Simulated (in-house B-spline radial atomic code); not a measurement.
Pd⁺: [Kr] 4d8 5f1 (an excited or competing configuration)

Level of theory: Dirac-Hartree-Fock, average of configuration, Fermi nucleus of rms radius 4.5318 fm; calculated with a B-spline radial code for spherical atoms.

Z_r = [3n² - l(l+1)]/(2<r>); Z_e = n√(-2ε); the last column is Slater's effective charge. Values are occupation-weighted means over j. An effective charge above Z reflects the relativistic contraction of the inner shells.

| shell | electrons | ε (eV) | <r> (bohr) | Z_r | Z_e | Slater |
| --- | --- | --- | --- | --- | --- | --- |
| 1s | 2 | -24517 | 0.03184 | 47.10 | 42.45 | 45.70 |
| 2s | 2 | -3682.8 | 0.1377 | 43.56 | 32.90 | 41.85 |
| 2p | 6 | -3299.9 | 0.1205 | 41.49 | 31.15 | 41.85 |
| 3s | 2 | -719.39 | 0.3769 | 35.82 | 21.81 | 34.75 |
| 3p | 6 | -589.87 | 0.3766 | 33.19 | 19.75 | 34.75 |
| 3d | 10 | -383.31 | 0.3567 | 29.44 | 15.92 | 24.85 |
| 4s | 2 | -128.34 | 0.9499 | 25.27 | 12.29 | 18.25 |
| 4p | 6 | -88.653 | 1.039 | 22.13 | 10.21 | 18.25 |
| 4d | 8 | -31.933 | 1.361 | 15.43 | 6.13 | 7.55 |
| 5f | 1 | -2.191 | 15.57 | 2.02 | 2.01 | 2.00 |

The least bound orbital is 5f5/2 at -2.191 eV, and it is also the most diffuse (<r> = 15.57 bohr).

Spin-orbit splittings of the orbital energies (j = l + 1/2 above j = l - 1/2 when positive): 2p 160.2 eV, 3p 28.86 eV, 3d 5.677 eV, 4p 4.739 eV, 4d 0.563 eV, 5f -0.0003376 eV.

For the 1s electron the small component carries 2.84 % of the norm, the zero-frequency Breit interaction raises the level by 51.8 eV, self-energy by 28.84 eV, and vacuum polarisation lowers it by 3.56 eV.

The density falls to 0.001 bohr⁻³ at 3.346 bohr; Σ<r²> = 305.8 bohr² gives, by the non-relativistic formula and without the paramagnetism of open shells, a Langevin diamagnetic susceptibility of -242.2×10⁻⁶ cm³/mol.
